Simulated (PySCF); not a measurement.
Input of a run (PBE0-D3(BJ)/def2-SVP geometry optimisation, gas phase (PySCF 2.14.0)), started from GFN2-xTB:
```
{"job": {"xc": "PBE0", "basis": "def2-SVP", "d3": "d3bj", "grid": 1, "shake": 0.01, "kind": "geom"}, "charge": 0, "multiplicity": 1}
F      2.841440    -0.413930     0.270740
C      1.553100    -0.118060     0.633760
F      1.239400    -0.978660     1.624050
F      1.621490     1.114310     1.202270
Ge     0.234770    -0.219800    -0.879800
Si    -1.909870     0.298420    -0.029410
H      0.907980     0.696630    -1.873690
H      0.555150    -1.584550    -1.412740
H     -2.248100    -0.678860     1.024420
H     -1.883980     1.640800     0.544370
H     -2.873260     0.217870    -1.119640
```

Output (energies in Eh, forces in Eh/bohr):
```
step   0  E = -2705.80703325  max force = 0.023654
step   1  E = -2705.81270748  max force = 0.010091
step   2  E = -2705.81336893  max force = 0.004627
step   3  E = -2705.81364874  max force = 0.002889
step   4  E = -2705.81370536  max force = 0.001041
step   5  E = -2705.81372834  max force = 0.000502
step   6  E = -2705.81373571  max force = 0.000524
step   7  E = -2705.81374289  max force = 0.000460
step   8  E = -2705.81373793  max force = 0.001013
step   9  E = -2705.81373173  max force = 0.001160
step  10  E = -2705.81374370  max force = 0.000884
step  11  E = -2705.81375776  max force = 0.000519
step  12  E = -2705.81377022  max force = 0.000361
optimisation converged
```

Task: Summarise the run.

Result: The energy falls by 0.183 eV over 13 energy and gradient evaluations, the largest force component goes from 0.0237 to 3.6e-04 Eh/bohr, and the atoms move by 0.075 Å rms after alignment. Among the bonds, Ge5–H8 and Si6–H11 change most and about equally (+0.036 to +0.037 Å). Bonds longer at the end by more than 0.005 Å: 6 of 10; shorter: 4. Among the angles that change most is Si6–Ge5–H8, from 121.4° to 112.9°. The energy rose by more than 1e-6 Eh at steps 8 and 9. The first step brought 84 % of the lowering.

Task: What are the final bond lengths?

Result: F1–C2 1.338 Å, C2–F3 1.341 Å, C2–F4 1.341 Å, C2–Ge5 2.000 Å, Ge5–Si6 2.378 Å, Ge5–H7 1.537 Å, Ge5–H8 1.537 Å, Si6–H9 1.493 Å, Si6–H10 1.492 Å, Si6–H11 1.493 Å. Numbering counts from 1 in the input's order; the species is `[C](F)(F)(F)[GeH2][SiH3]`.

The run used 131 basis functions and 74 SCF cycles in all. The run took 2.1 min wall on an Arm Neoverse V1 with one thread (shared host), and the process peaked at 0.54 GiB of memory.

Stationary, but not proved a minimum.

The values belong to the conformer `[F:1][C:2]([F:3])([F:4])[GeH2:5][SiH3:6]`: F1–C2–Ge5–Si6 179°.
